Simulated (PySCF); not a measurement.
**GeO: a composite coupled-cluster calculation**

State: ¹Σ⁺, singlet, closed shell. De refers to Ge + O. RHF-based CCSD(T) in PySCF 2.14 with Ge cc-pwCVDZ-PP with ECP10, O aug-cc-pVDZ and Ge cc-pwCVTZ-PP with ECP10, O aug-cc-pVTZ (frozen core orbitals: 5; scalar-relativistic core potentials). Correlation energies are extrapolated as n⁻³ (n = 2, 3), Hartree–Fock as (n+1)·exp(−9√n). CV is the change on freezing 4 orbitals instead, in Ge cc-pwCVTZ-PP with ECP10, O cc-pwCVTZ.

```csv
Level,Re (Å),ωe (cm⁻¹),ωexe (cm⁻¹),αe (cm⁻¹),De (eV)
CCSD(T)/DZ,1.6387,947.1,4.39,0.00316,6.485
CCSD(T)/TZ,1.6270,980.9,4.35,0.00304,6.819
HF/CBS,1.5862,1137.9,3.72,0.00255,3.201
MP2/CBS,1.6317,957.5,3.87,0.00306,7.541
CCSD/CBS,1.6099,1042.2,3.83,0.00277,6.468
CCSD(T)/CBS,1.6244,987.2,4.34,0.00303,6.935
CCSD(T)/CBS+CV,1.6238,987.8,4.35,0.00304,6.946
```

Q: How much is left between CCSD(T)/TZ and the basis-set limit, and how much do the triples give at the limit?

A: CCSD(T)/CBS less CCSD(T)/TZ: -2.6 mÅ in Re, +6.3 cm⁻¹ in ωe and +0.116 eV in De. CCSD(T)/CBS less CCSD/CBS: +14.5 mÅ in Re, -55.0 cm⁻¹ in ωe and +0.467 eV in De.

Q: What do the later terms add?

A: CV: -0.6 mÅ in Re, +0.6 cm⁻¹ in ωe and +0.011 eV in De, each against the row above.

The T1 diagnostic is 0.028, large enough to doubt a single reference. The open-shell atoms are computed with UHF. Spin–orbit coupling, excitations beyond (T) and corrections to the Born–Oppenheimer picture are left out.

The whole job (state search and all basis sets along the bond) took about 12 min on 4 threads of Arm Neoverse V2 (shared host), peak memory 4.8 GiB.
